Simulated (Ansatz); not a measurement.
Basis-set extrapolation for `O=C(S)BF` (PBE0-D4/def2-TZVP geometry, frozen core, Ansatz). Multiplicity 1, RHF reference.

```
                      def2-TZVPP   def2-QZVPP
                 HF  -635.700826  -635.722890
    MP2 correlation    -0.899749    -0.974330
CCSD(T) correlation    -0.964399      not run
```

Energies in hartree. Use E(X) = E(∞) + A·exp(−7.88·√X) for Hartree–Fock and E(X) = E(∞) + B·X^(−2.97) for correlation, with X = 3 and 4, and add CCSD(T) minus MP2 of the smaller set to the MP2 limit.

Question: What is the CCSD(T) energy at the basis-set limit?

Answer: HF limit: -635.722890 + (-0.022064) × 0.13774 = -635.72593. MP2 limit: -0.974330 + (-0.074581) × 0.74074 = -1.02958. Higher-order term: -0.964399 − (-0.899749) = -0.06465. Total: -636.82016 hartree, 97.2 kcal/mol below CCSD(T)/def2-TZVPP.
